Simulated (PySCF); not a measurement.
# Bond lengths and vibrations by method: Cl2HSi

These are calculations, not measurements. The program is PySCF 2.14.0, an open-source quantum chemistry code, run on an isolated molecule that a program drew, which may never have been made. The molecule is Cl2HSi (charge 0, doublet), drawn as the SMILES string `Cl[SiH]Cl`.

The geometry was optimised and harmonic frequencies were computed with HF and MP2, all in the cc-pV(D+d)Z basis, for the commonest isotopes, with a restricted reference for singlets and an unrestricted one otherwise, and a frozen core in MP2. Each result is a local minimum of its method.

Geometry at the HF minimum:
```xyz
4
Cl2HSi, angstrom
Cl   -1.1625   -0.4912   -0.1419
Si   -2.4122   -2.0282    0.4254
Cl   -3.5851   -2.6119   -1.1653
H    -3.2955   -1.5366    1.4974
```

Lengths of the bonds as drawn, in Å (atoms numbered as above):
| bond | HF | MP2 |
|---|---|---|
| Cl1-Si2 | 2.061 | 2.059 |
| Si2-Cl3 | 2.061 | 2.059 |
| Si2-H4 | 1.473 | 1.481 |

Rotational constants, in GHz:
| constant | HF | MP2 |
|---|---|---|
| A | 15.76 | 15.99 |
| B | 2.515 | 2.501 |
| C | 2.195 | 2.188 |

Harmonic frequencies in cm^-1, each column in rising order, so a row needn't be the same motion in every method:
```
rank    HF   MP2
   1   192   184
   2   532   526
   3   593   596
   4   719     ?
   5   818   782
   6  2329  2266
```

**Estimate the missing MP2 frequency from the HF column.**

A single factor s that minimises the squared misfit of MP2 against s times HF over the other rows is sum(HF x MP2) / sum(HF^2) = 0.9735, with an rms misfit of 11 cm^-1. For rank 4 it gives 0.9735 x 719 = 700 cm^-1. The calculation gives 682 cm^-1, 18 cm^-1 below the estimate. The drawn bonds are on average 0.1 % longer in MP2 than in HF.
